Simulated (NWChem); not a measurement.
# Basis-set dependence for isocyanic acid (CHNO)

SMILES: N=C=O
```xyz
4

N      1.1600    -0.0732     0.0000
C     -0.0468     0.0195     0.0000
O     -1.2104    -0.0341     0.0000
H      1.8440     0.6681     0.0000
```
Charge 0, spin multiplicity 1.

Program: NWChem. The geometry was optimised at PBE0/def2-SVP, a minimum by its harmonic frequencies.

Hartree-Fock energies in Ha, correlation energies in mHa.

The correlated methods keep 3 core orbitals frozen. No row is a measurement; the coupled-cluster row has its own basis-set and correlation limits.

```
basis    functions         RHF     MP2  SCS-MP2    CCSD  CCSD+T(CCSD)  CCSD(T)  CR-CCSD[T]  CR-CCSD(T)   RI-MP2
-------  ---------  ----------  ------  -------  ------  ------------  -------  ----------  ----------  -------
STO-3G          16  -165.49844  -196.6   -192.6  -198.8        -218.8   -215.7      -214.9      -212.5  not run
cc-pVDZ         47  -167.77812  -465.8   -448.2  -469.9        -490.5   -488.5      -485.9      -484.4   -466.0
cc-pVTZ        104  -167.82879  -577.7   -561.7  -574.7        -605.5   -603.5      -598.6      -597.1   -577.7
```

From cc-pVDZ to cc-pVTZ the Hartree-Fock energy moves by -50.7 mHa and the MP2 correlation energy by -111.9 mHa, which is 19 % of its value in the larger set.
